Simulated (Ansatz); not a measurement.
Computed with Ansatz on PBE0-D4/def2-TZVP structures; ΔE is electronic, products minus reactants. CCSD(T)/CBS adds triple-zeta CCSD(T) − MP2 to the extrapolated MP2 energy (def2 sets, frozen cores). This one scheme is used for every species. Functionals use def2-TZVPP. B3LYP here is the variant with VWN-RPA as its local correlation; programs differ in this. One conformer a species, not always the lowest.

`BN[Si](C)(O)F` + H₂ → `C[SiH](O)F` + `BN`  (hydrogenolysis of the Si–N bond)

| level | ΔE (kcal/mol) |
| --- | --- |
| PBE-D4 | 9.7 |
| r2SCAN-D4 | 11.5 |
| B3LYP-D4 | 10.8 |
| PBE | 7.5 |
| PBE0 | 8.1 |
| B3LYP | 7.3 |
| HF/CBS(def2) | 7.3 |
| CCSD/CBS(def2) | 10.5 |

(1) What does CCSD(T)/CBS give? (Estimate.)

Largest T1 diagnostic among the species: 0.012.

## Answers

(1) Computed: +11.3 kcal/mol. The listed levels differ from it by -1.6, 0.2, -0.5, -3.8, -3.2, -4.0, -4.0, -0.8 kcal/mol.

The D4 term adds +3.5 kcal/mol with B3LYP and +1.9 kcal/mol with PBE0; it sums over pairs of atoms, weighted by their polarisabilities, and B3LYP, whose exchange is more repulsive, gets the larger term. In def2-TZVPP, CCSD(T) changes the Hartree–Fock value by +3.7 kcal/mol (the triples alone add +0.8 kcal/mol) and MP2 by +4.9 kcal/mol.
